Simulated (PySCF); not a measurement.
C2H3BF2, SMILES FB(C=C)F. Geometry: B3LYP-D3(BJ)/def2-SVP. The values are those of a single conformer.

Calculation: PySCF with B3LYP-D3(BJ)/def2-SVP.

Harmonic wavenumbers (cm⁻¹): 108, 206, 428, 434, 524, 740, 774, 1020, 1021, 1049, 1258, 1339, 1422, 1448, 1689, 3127, 3155, 3222. Rotational constants (GHz): 9.590, 3.811, 2.727; symmetry number 1.

Question: Work out the zero-point energy and the ideal-gas rigid-rotor harmonic-oscillator thermochemistry at 298.15 K and 1 atm.

Answer: ZPE = ½ Σ hcν = ½ × 22964 cm⁻¹ = 32.83 kcal/mol. H − E(el) = 36.68 kcal/mol. Entropy in cal/(mol K): translation 38.89, rotation 25.58, vibration 8.54, total 73.01. G − E(el) = 14.91 kcal/mol. Cp = 18.74 cal/(mol K). Modes under 150 cm⁻¹ make the vibrational entropy uncertain.
